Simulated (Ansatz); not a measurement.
Basis-set series for Cl2I2Ti, SMILES `[Cl][Ti]([Cl])([I])[I]`. The species carries charge 0 and has multiplicity 1. I: def2 effective core potential. The geometry is a stationary point of PBE0-D4/def2-TZVP.

```csv
functional,basis,functions,energy (Eh),HOMO (eV),LUMO (eV)
PBE0-D4,def2-SVP,119,-2364.65300,-7.97,-3.78
PBE0-D4,def2-TZVPP,248,-2365.10383,-8.00,-3.71
ωB97M-V,def2-SVP,119,-2364.97608,-9.91,-1.78
ωB97M-V,def2-TZVPP,248,-2365.42384,-9.98,-1.75
```

(1) Give the rows for def2-QZVPP. (Estimate.)

Results:

(1) Computed: 
| functional | basis | functions | energy (Eh) | HOMO (eV) | LUMO (eV) |
| --- | --- | --- | --- | --- | --- |
| PBE0-D4 | def2-QZVPP | 397 | -2365.14913 | -8.01 | -3.72 |
| ωB97M-V | def2-QZVPP | 397 | -2365.46656 | -9.99 | -1.76 |

Scalar relativity is left out up to krypton.
